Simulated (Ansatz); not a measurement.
`[NH2][In]([Br])[Br]` + NH₃ → `[NH2][In]([NH2])[Br]` + HBr at 700 K and 1 bar (ligand exchange at the In–Br bond).

Isolated molecules relaxed with PBE0-D4/def2-TZVP in Ansatz; ΔE leaves out vibrations. CCSD(T)/CBS is the MP2 limit (def2-TZVPP, def2-QZVPP) plus CCSD(T) − MP2 in def2-TZVPP, frozen cores. This one scheme is used for every species. def2 core potentials past Kr. For Br, In outer-core shells are correlated without core-valence functions, which leaves a few kJ/mol of doubt a bond. Scalar relativity is left out up to krypton. Each species was taken in one conformer, which may not be the lowest.

```tsv
species	CCSD(T)/CBS energy (Eh)	H − E (kJ/mol)	S (J/(mol·K))
`[NH2][In]([Br])[Br]`	-5392.48319	131.9	466.2
NH₃	-56.50880	116.9	226.5
`[NH2][In]([NH2])[Br]`	-2875.02519	205.1	473.5
HBr	-2573.91920	36.5	223.7
```

H − E and S are ideal-gas, rigid-rotor, harmonic terms from PBE0-D4/def2-TZVP, for one conformer and one mirror image of each species. 1 Eh = 2625.50 kJ/mol, R = 8.31446 J/(mol·K).

By hand: ΔE, ΔH, ΔS and ΔG.

ΔE = (-2875.02519) + (-2573.91920) − (-5392.48319) − (-56.50880) = 0.04760 Eh = 125.0 kJ/mol. Δ(H − E) = 205.1 + 36.5 − 131.9 − 116.9 = -7.2, so ΔH = 117.8 kJ/mol. ΔS = 473.5 + 223.7 − 466.2 − 226.5 = 4.5 J/(mol·K). ΔG = 117.8 − 700 × (4.5)/1000 = 114.6 kJ/mol.

By hand: the equilibrium constant, and the temperature at which ΔG would vanish if ΔH and ΔS stayed fixed.

log₁₀ K = −ΔG/(RT ln 10) = -8.6. ΔG = 0 at ΔH/ΔS = 26178 K, far beyond where these terms or the molecules hold.

The number of gas molecules stays the same, so ΔS is small and ΔH decides. A doubt of 5 kJ/mol in ΔE shifts log₁₀ K by 0.4 here. Other conformers and mirror images would add mixing entropy, several J/(mol·K) or more a flexible species. These are equilibria of isolated gas molecules and say nothing of rates. Largest T1 diagnostic: 0.012 (customary marks: 0.02 for closed shells, 0.045 for open ones).
